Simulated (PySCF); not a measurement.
Point-charge models of `CO[C@@H]1[SiH2][Si@H](F)[C@H]1C` against its computed dipole.

Coordinates (GFN2-xTB, Å) and charges (e) from the PBE0/pcSseg-1 density (PySCF):

```json
{"atom": "C1", "x": "2.138", "y": "-1.313", "z": "0.474", "Mulliken": "-0.0222", "IAO": "-0.1985", "Hirshfeld": "-0.0417", "ESP-fitted": "-0.1621"}
{"atom": "O2", "x": "1.700", "y": "0.012", "z": "0.627", "Mulliken": "-0.5071", "IAO": "-0.3893", "Hirshfeld": "-0.1461", "ESP-fitted": "-0.3173"}
{"atom": "C3", "x": "0.628", "y": "0.384", "z": "-0.220", "Mulliken": "-0.1538", "IAO": "-0.1585", "Hirshfeld": "-0.0411", "ESP-fitted": "-0.0254"}
{"atom": "Si4", "x": "0.302", "y": "2.285", "z": "0.008", "Mulliken": "+0.3113", "IAO": "+0.4115", "Hirshfeld": "+0.2426", "ESP-fitted": "+0.1686"}
{"atom": "Si5", "x": "-1.794", "y": "1.380", "z": "0.424", "Mulliken": "+0.8386", "IAO": "+0.9178", "Hirshfeld": "+0.3531", "ESP-fitted": "+0.3533"}
{"atom": "F6", "x": "-2.380", "y": "1.476", "z": "1.938", "Mulliken": "-0.4258", "IAO": "-0.5357", "Hirshfeld": "-0.2160", "ESP-fitted": "-0.2869"}
{"atom": "C7", "x": "-0.751", "y": "-0.230", "z": "0.179", "Mulliken": "-0.5803", "IAO": "-0.4129", "Hirshfeld": "-0.1239", "ESP-fitted": "+0.0324"}
{"atom": "C8", "x": "-1.278", "y": "-1.233", "z": "-0.839", "Mulliken": "-0.2105", "IAO": "-0.4081", "Hirshfeld": "-0.1211", "ESP-fitted": "-0.5157"}
{"atom": "H9", "x": "1.371", "y": "-2.034", "z": "0.778", "Mulliken": "+0.0913", "IAO": "+0.1180", "Hirshfeld": "+0.0353", "ESP-fitted": "+0.0873"}
{"atom": "H10", "x": "3.010", "y": "-1.431", "z": "1.115", "Mulliken": "+0.1223", "IAO": "+0.1580", "Hirshfeld": "+0.0507", "ESP-fitted": "+0.1240"}
{"atom": "H11", "x": "2.420", "y": "-1.517", "z": "-0.568", "Mulliken": "+0.0835", "IAO": "+0.1183", "Hirshfeld": "+0.0351", "ESP-fitted": "+0.0901"}
{"atom": "H12", "x": "0.874", "y": "0.096", "z": "-1.254", "Mulliken": "+0.1216", "IAO": "+0.1128", "Hirshfeld": "+0.0275", "ESP-fitted": "+0.1049"}
{"atom": "H13", "x": "1.149", "y": "2.857", "z": "1.052", "Mulliken": "-0.0272", "IAO": "-0.0732", "Hirshfeld": "-0.0584", "ESP-fitted": "-0.0215"}
{"atom": "H14", "x": "0.510", "y": "3.046", "z": "-1.231", "Mulliken": "-0.0562", "IAO": "-0.1008", "Hirshfeld": "-0.0772", "ESP-fitted": "-0.0744"}
{"atom": "H15", "x": "-3.042", "y": "1.430", "z": "-0.332", "Mulliken": "-0.0976", "IAO": "-0.1251", "Hirshfeld": "-0.0739", "ESP-fitted": "-0.0544"}
{"atom": "H16", "x": "-0.624", "y": "-0.744", "z": "1.138", "Mulliken": "+0.1673", "IAO": "+0.1550", "Hirshfeld": "+0.0399", "ESP-fitted": "+0.1009"}
{"atom": "H17", "x": "-0.593", "y": "-2.072", "z": "-0.964", "Mulliken": "+0.1154", "IAO": "+0.1359", "Hirshfeld": "+0.0371", "ESP-fitted": "+0.1304"}
{"atom": "H18", "x": "-2.242", "y": "-1.628", "z": "-0.523", "Mulliken": "+0.1221", "IAO": "+0.1432", "Hirshfeld": "+0.0420", "ESP-fitted": "+0.1478"}
{"atom": "H19", "x": "-1.408", "y": "-0.756", "z": "-1.809", "Mulliken": "+0.1074", "IAO": "+0.1315", "Hirshfeld": "+0.0363", "ESP-fitted": "+0.1179"}
```

Q: What dipole does each set of charges give (1 e·Å = 4.803 D), and what does the density give?

A: The full density gives (0.48, -1.11, -2.02) D, 2.35 D in size; dipole vectors point from the negative to the positive end.

```tsv
scheme	μx	μy	μz	size (D)	share of the full size (%)	angle to the full dipole (°)
Mulliken	-1.24	0.43	-3.78	4.00	170	46
IAO	-0.08	0.72	-3.84	3.91	166	41
Hirshfeld	0.36	0.16	-1.34	1.40	59	35
ESP-fitted	0.48	-1.18	-2.05	2.42	103	1
```

Q: Which set comes closest?

A: Length of the difference vector: ESP-fitted 0.08 D, Hirshfeld 1.44 D, IAO 2.64 D, Mulliken 2.90 D. Closest: ESP-fitted. ESP charges are fitted to the potential around the molecule, whose slowest-falling term is the dipole's. 

Q: What is left for the Hirshfeld atoms' own dipoles?

A: The Hirshfeld atoms' densities add up to the full density, so μ = Σ q r + Σ (atomic dipoles). The atomic dipoles sum to (0.48, -1.11, -2.02) − (0.36, 0.16, -1.34) = (0.12, -1.27, -0.68) D, 1.44 D in size.

Q: With the origin at the mean of the coordinates, (-0.001, 0.000, 0.000) Å, which are the largest single terms, by size, of the IAO dipole along the direction of the full one?

A: F6 +7.31, Si5 -6.07, C8 -2.05, Si4 -2.02, H17 +1.10 D; all 19 atoms together +2.94 D. The single terms depend on the origin, their sum doesn't.

Q: Give the size of the full dipole in other units.

A: 2.35 D = 0.926 au = 0.490 e·Å = 7.85 × 10⁻³⁰ C·m.

Isolated species at its GFN2-xTB geometry (one conformer only).

These values come from a run that also computed NMR shieldings. The run took 78 s of wall time (grids of density and orbitals included) on an Arm Neoverse N1 with one thread, shared host, and the process peaked at 0.94 GiB of memory.

Conformer computed: `[CH3:1][O:2][C@@H:3]1[SiH2:4][Si@H:5]([F:6])[C@H:7]1[CH3:8]`: C1–O2–C3–Si4 -174°.
